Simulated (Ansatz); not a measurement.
`CS[SiH](Cl)Cl` → Cl₂ + `CS[SiH]` at 298.15 K and 1 bar (silylene formation by 1,1-elimination).

Calculated with Ansatz (gas phase, PBE0-D4/def2-TZVP geometries, no zero-point term in ΔE). CCSD(T)/CBS adds triple-zeta CCSD(T) − MP2 to the extrapolated MP2 energy (def2 sets, frozen cores). This one scheme is used for every species. Each species was taken in one conformer, which may not be the lowest.

```json
{"species": "`CS[SiH](Cl)Cl`", "CCSD(T)/CBS energy (Eh)": "-1647.00366", "H − E (kJ/mol)": "159.0", "S (J/(mol·K))": "373.2"}
{"species": "Cl₂", "CCSD(T)/CBS energy (Eh)": "-919.51390", "H − E (kJ/mol)": "12.6", "S (J/(mol·K))": "222.8"}
{"species": "`CS[SiH]`", "CCSD(T)/CBS energy (Eh)": "-727.28803", "H − E (kJ/mol)": "137.5", "S (J/(mol·K))": "296.3"}
```

H − E and S are ideal-gas, rigid-rotor, harmonic terms from PBE0-D4/def2-TZVP, for one conformer and one mirror image of each species. 1 Eh = 2625.50 kJ/mol, R = 8.31446 J/(mol·K).

Q: By hand: ΔE, ΔH, ΔS and ΔG.

A: ΔE = (-919.51390) + (-727.28803) − (-1647.00366) = 0.20173 Eh = 529.6 kJ/mol. Δ(H − E) = 12.6 + 137.5 − 159.0 = -8.9, so ΔH = 520.7 kJ/mol. ΔS = 222.8 + 296.3 − 373.2 = 145.9 J/(mol·K). ΔG = 520.7 − 298.15 × (145.9)/1000 = 477.2 kJ/mol.

Q: By hand: the equilibrium constant, and the temperature at which ΔG would vanish if ΔH and ΔS stayed fixed.

A: log₁₀ K = −ΔG/(RT ln 10) = -83.6. ΔG = 0 at ΔH/ΔS = 3569 K, far beyond where these terms or the molecules hold.

The number of gas molecules changes by +1, which sets the sign of ΔS. A doubt of 5 kJ/mol in ΔE shifts log₁₀ K by 0.9 here. Other conformers and mirror images would add mixing entropy, several J/(mol·K) or more a flexible species. Modes under 60 cm⁻¹, often nearly free rotors, make the harmonic entropy too high. These are equilibria of isolated gas molecules and say nothing of rates. Largest T1 diagnostic: 0.016 (customary marks: 0.02 for closed shells, 0.045 for open ones).
